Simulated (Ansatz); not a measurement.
CH3F3SSiZn, SMILES `[CH3][Zn][S][Si](F)(F)F`. The species carries charge 0 and has multiplicity 1.

```xyz
10

C    -0.116   -1.029    2.225
Zn   -0.380   -0.848    0.323
S    -0.754   -0.781   -1.850
Si    0.156    1.056   -2.087
F    -0.811    2.165   -2.648
F     1.393    1.019   -3.062
F     0.700    1.599   -0.691
H    -0.151   -0.045    2.696
H    -0.893   -1.657    2.663
H     0.856   -1.480    2.431
```

(1) What are the harmonic wavenumbers in cm⁻¹ at PBE0-D4/def2-TZVP (Ansatz, finite differences of forces, unscaled)? (Best estimate.)

## Answers

(1) The calculation gave: 6, 21, 59, 110, 113, 201, 207, 321, 331, 357, 387, 569, 586, 704, 705, 856, 953, 978, 1200, 1446, 1446, 3059, 3151, 3151.
